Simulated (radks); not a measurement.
Nb2.5+, configuration [Ar] 3d10 4s2 4d(up 1.5, down 1.5) 4p(up 3, down 2.5) (fractional occupations, a model configuration).

All-electron calculation, scalar-relativistic Kohn-Sham, LDA (Slater exchange, Perdew-Wang correlation), spin-polarised, spherical densities, point nucleus. Program: a radial shooting solver on a logarithmic mesh with Libxc functionals.

Energy parts (hartree):
part                       energy
total                 -3813.74969
kinetic                3925.67895
electron-nucleus      -9156.58090
Hartree                1530.94587
exchange-correlation   -113.79362

Orbitals (lengths in bohr, moments of r in powers of bohr):
1s up: occ. 1; eigenvalue (hartree) -691.1928; <r^4> 8.017e-06
1s down: occ. 1; eigenvalue (hartree) -691.1896; <r^4> 8.017e-06
2s up: occ. 1; eigenvalue (hartree) -97.52965; <r^4> 0.001499
2s down: occ. 1; eigenvalue (hartree) -97.52740; <r^4> 0.001499
2p up: occ. 3; eigenvalue (hartree) -87.25764; <r^4> 0.001073
2p down: occ. 3; eigenvalue (hartree) -87.25463; <r^4> 0.001073
3s up: occ. 1; eigenvalue (hartree) -17.04665; <r^4> 0.07938
3s down: occ. 1; eigenvalue (hartree) -17.04281; <r^4> 0.07933
3p up: occ. 3; eigenvalue (hartree) -13.68885; <r^4> 0.08829
3p down: occ. 3; eigenvalue (hartree) -13.68462; <r^4> 0.08820
3d up: occ. 5; eigenvalue (hartree) -8.18062; <r^4> 0.1003
3d down: occ. 5; eigenvalue (hartree) -8.17613; <r^4> 0.1001
4s up: occ. 1; eigenvalue (hartree) -3.07193; <r^4> 3.344
4s down: occ. 1; eigenvalue (hartree) -3.05364; <r^4> 3.359
4p up: occ. 3; eigenvalue (hartree) -2.18073; <r^4> 5.432
4p down: occ. 2.5; eigenvalue (hartree) -2.16345; <r^4> 5.483
4d up: occ. 1.5; eigenvalue (hartree) -0.94277; <r^4> 23.11
4d down: occ. 1.5; eigenvalue (hartree) -0.93074; <r^4> 23.87

The highest occupied level is 4d down at -25.327 eV. Spin moment in Bohr magnetons: 0.5. Summed over all electrons, <r^2> = 28.45 bohr^2, which gives a Langevin (diamagnetic) susceptibility term of -22.5 x 10^-6 cm^3/mol. The density falls to 0.001 e/bohr^3 at r = 3.50 bohr.
